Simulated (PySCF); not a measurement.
SMILES CC(C)[SiH2][SiH2]Br at its GFN2-xTB optimised geometry (Å):

```
17

C      1.6570     1.7955    -1.1806
C      1.7428     0.2926    -1.4385
C      1.0759    -0.0542    -2.7681
Si     1.0035    -0.7300     0.0000
Si    -1.3110    -0.7300     0.0000
Br    -2.1431     1.3493     0.0000
H      0.6225     2.1294    -1.1333
H      2.1431     2.0584    -0.2433
H      2.1482     2.3464    -1.9816
H      2.8039     0.0282    -1.5198
H      0.0272     0.2406    -2.7631
H      1.5627     0.4716    -3.5887
H      1.1335    -1.1226    -2.9711
H      1.4303    -2.1294    -0.1486
H      1.5415    -0.2248     1.2694
H     -1.9790    -1.3067    -1.1668
H     -1.9482    -1.3009     1.1848
```

Level of theory: B3LYP/def2-SVP (PySCF). Cells within 0.4 Å of a nucleus heavier than hydrogen are left out (blank, or x).

Map of the deformation density (molecule minus spherical neutral atoms) (e/bohr³) on the plane z = 0.0 Å:

```
|2222222222222222222222222|
|2222222222222222222222222|
|2222222222222222222222222|
|2222222222222211111122222|
|2222111122222111111112222|
|2221111122221111111111222|
|2221101222221111122111222|
|2221112332221111232111222|
|222233xx32211111121111222|
|222233xx22111110011111222|
|2222221122111100001111222|
|2222222442111000111111222|
|2221112321222101111111222|
|222111001135531x111111222|
|22211100xx3773xx000111222|
|2221111111255211111111222|
|2221111100122236631112222|
|2221111100011149942112222|
|2222111111111125521122222|
|2222211111111122111122222|
|2222222111111111111222222|
|2222222222222221122222222|
|2222222222222222222222222|
|2222222222222222222222222|
|2222222222222222222222222|
```
Scale: ten equal steps from -0.017 (start of '0') to 0.064 (end of '9'), in the order '0123456789'; x runs from -4.50 to 4.50, y from -4.50 (bottom) to 4.50 (top).
